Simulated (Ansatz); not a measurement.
Relaxation of the cluster Ca2Se2 with UKS PBE0-D4/def2-SVP.

```sh
$ ansatz run in.yaml --threads 4 --pin off --events-out ev --progress --plain --max-ram 4787MiB
```

```yaml
crystal:
  periodic: [false, false, false]
  atoms:
    - {symbol: Ca, position_ang: [1.496980, 0.295669, -0.688751]}
    - {symbol: Ca, position_ang: [-1.496580, -0.296736, 0.689108]}
    - {symbol: Se, position_ang: [0.648009, 0.845874, 1.771650]}
    - {symbol: Se, position_ang: [-0.648399, -0.844807, -1.772018]}
basis:
  gaussian: {orbitals: def2-SVP}
magnetization: {spin_polarized: true, initial_magnetization: 4}
hamiltonian: {xc: pbe0, dispersion: d4}
scf: {lower_state_search: "off"}
output: {orbitals: {seedname: orbitals}}
relax: {f_tol: 0.02, max_steps: 100}
```

It took 22 s on 4 threads of Arm Neoverse V1 on a shared host.

Positions (Å) and forces (eV/Å) at steps 1, 2, 3, 4, 5 of 5:

```xyz
4
step=1 energy=-167530.2201 eV
Ca    1.497    0.296   -0.689    2.289    0.452   -1.053
Ca   -1.497   -0.297    0.689   -2.288   -0.454    1.053
Se    0.648    0.846    1.772    0.594    0.776    1.624
Se   -0.648   -0.845   -1.772   -0.595   -0.774   -1.625
4
step=2 energy=-167530.9894 eV
Ca    1.671    0.330   -0.769    0.537    0.106   -0.247
Ca   -1.671   -0.331    0.769   -0.537   -0.106    0.247
Se    0.680    0.888    1.859    0.054    0.071    0.147
Se   -0.680   -0.887   -1.860   -0.054   -0.070   -0.147
4
step=3 energy=-167531.0659 eV
Ca    1.793    0.354   -0.825    0.118    0.023   -0.054
Ca   -1.793   -0.355    0.826   -0.118   -0.023    0.054
Se    0.656    0.856    1.792    0.038    0.050    0.105
Se   -0.656   -0.855   -1.793   -0.038   -0.050   -0.105
4
step=4 energy=-167531.0685 eV
Ca    1.827    0.361   -0.841   -0.079   -0.016    0.036
Ca   -1.827   -0.362    0.841    0.079    0.016   -0.036
Se    0.661    0.863    1.807   -0.017   -0.022   -0.047
Se   -0.661   -0.862   -1.807    0.017    0.022    0.047
4
step=5 energy=-167531.0703 eV
Ca    1.810    0.358   -0.833    0.003    0.001   -0.001
Ca   -1.809   -0.359    0.833   -0.003   -0.001    0.001
Se    0.660    0.862    1.805    0.001    0.001    0.002
Se   -0.661   -0.861   -1.806   -0.001   -0.001   -0.002
```

At PBE0-D4/def2-SVP a singlet of charge 0 lies 4.45 eV below the quintet, each at its own geometry. The structure comes from a short search, and lower isomers may exist.
